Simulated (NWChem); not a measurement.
HfH$_{4}$S; SMILES [SH][HfH3]

Program: NWChem. All runs use the structure optimised with PBE0/def2-SVP. def2 effective core potentials on Hf; no spin-orbit coupling. Vertical excitations in the gas phase; the lowest state need not have the same character in each row.

| level | lowest excitation, singlet (eV) | oscillator strength of that lowest state | lowest triplet (eV) | orbital gap (eV) |
|---|---|---|---|---|
| PBE/def2-SVP, TDA | 3.83 | 0.002 | 3.58 | 3.79 |
| B3LYP/def2-SVP, TDA | ? | 0.002 | ? | ? |
| BHandHLYP/def2-SVP, TDA | 4.70 | 0.001 | 4.31 | 8.03 |

**Question.** What belongs in the gaps?

**Answer.** 
- B3LYP/def2-SVP, TDA, lowest excitation, singlet (eV): 4.23
- B3LYP/def2-SVP, TDA, lowest triplet (eV): 3.94
- B3LYP/def2-SVP, TDA, orbital gap (eV): 5.49
